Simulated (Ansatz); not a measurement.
B(IMe)F3 (C5H8BF3N2). The state is a singlet with charge 0. Geometry PBE-D4/def2-SVP.

| atom | x (Å) | y (Å) | z (Å) |
| --- | --- | --- | --- |
| B1 | 1.277 | -0.812 | -1.289 |
| C2 | 0.250 | -0.111 | -0.174 |
| N3 | 0.325 | 1.064 | 0.504 |
| C4 | 1.442 | 2.002 | 0.440 |
| C5 | -0.814 | 1.253 | 1.272 |
| C6 | -1.617 | 0.161 | 1.061 |
| N7 | -0.943 | -0.660 | 0.174 |
| C8 | -1.440 | -1.920 | -0.373 |
| H9 | 1.090 | 2.979 | 0.054 |
| H10 | 1.873 | 2.142 | 1.451 |
| H11 | 2.200 | 1.577 | -0.240 |
| H12 | -0.952 | 2.135 | 1.906 |
| H13 | -2.599 | -0.097 | 1.469 |
| H14 | -0.590 | -2.623 | -0.444 |
| H15 | -2.223 | -2.321 | 0.296 |
| H16 | -1.848 | -1.758 | -1.388 |
| F17 | 1.556 | -2.110 | -0.821 |
| F18 | 2.451 | -0.050 | -1.406 |
| F19 | 0.560 | -0.852 | -2.493 |

Question: Estimate the orbital energies around the gap (eV) in Ansatz with PBE-D4/def2-SVP, PBE-D4/def2-TZVP, r2SCAN-D4/def2-TZVP, PBE0-D4/def2-SVP, PBE0-D4/def2-TZVP.

Answer: 
```csv
orbital,PBE-D4/def2-SVP,PBE-D4/def2-TZVP,r2SCAN-D4/def2-TZVP,PBE0-D4/def2-SVP,PBE0-D4/def2-TZVP
HOMO−5,-7.67,-7.98,-8.45,-9.73,-10.02
HOMO−4,-7.59,-7.90,-8.37,-9.66,-9.92
HOMO−3,-7.51,-7.69,-7.97,-9.19,-9.48
HOMO−2,-6.97,-7.37,-7.85,-8.96,-8.98
HOMO−1,-6.89,-7.20,-7.61,-8.77,-8.95
HOMO,-6.56,-6.67,-6.86,-7.76,-7.78
LUMO,-1.31,-1.48,-1.30,-0.36,-0.50
LUMO+1,-1.08,-1.27,-1.04,-0.10,-0.29
LUMO+2,0.61,0.14,0.89,1.50,0.94
LUMO+3,1.02,0.41,1.25,1.87,1.20
LUMO+4,1.33,0.62,1.41,2.23,1.45
LUMO+5,1.99,1.25,1.96,2.93,2.16
```
